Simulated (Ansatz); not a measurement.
Basis-set series for `CCB(O)O`. Charge 0, multiplicity 1. All single points use the PBE0-D4/def2-TZVP geometry. It is one conformer, not always the lowest.

| functional | basis | functions | energy (Eh) | HOMO (eV) | LUMO (eV) |
| --- | --- | --- | --- | --- | --- |
| PBE0-D4 | def2-SVP | 105 | -255.36877 | -8.60 | 1.44 |
| PBE0-D4 | def2-TZVPP | 253 | -255.66473 | -8.74 | 0.68 |
| ωB97M-V | def2-SVP | 105 | -255.54384 | -10.93 | 3.08 |
| ωB97M-V | def2-TZVPP | 253 | -255.85040 | -11.08 | 2.03 |

**Question.** Give the rows for def2-QZVPP. (Estimate.)

**Answer.** Ansatz gave: 
```tsv
functional	basis	functions	energy (Eh)	HOMO (eV)	LUMO (eV)
PBE0-D4	def2-QZVPP	495	-255.67953	-8.77	0.34
ωB97M-V	def2-QZVPP	495	-255.86468	-11.10	1.45
```

Positive LUMOs are unbound and depend on the basis.
